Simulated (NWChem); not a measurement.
## Correlation energy of Sn (+1)

```
Sn
```
Charge +1, spin multiplicity 2.

Everything below was run with NWChem.

Basis set: def2-SVP. Each correlation energy counts from its own Hartree-Fock reference.

Effective core potentials replace the inner electrons of Sn; spin-orbit coupling is left out. The correlated methods keep 4 core orbitals frozen. The stability of the SCF solutions was not checked. Open-shell Hartree-Fock references start from PBE0 orbitals. Coupled-cluster values serve here as a point of comparison, not as the truth.

Q: One of these methods gave a correlation energy of -62.2 mHa. Which?
(A) UMP2
(B) CCSD(T) on UHF
(C) SCS-UMP2
(D) CCSDT on ROHF

A: B, CCSD(T) on UHF. The others give -65.6 (CCSDT on ROHF), -46.3 (UMP2), -48.4 (SCS-UMP2).
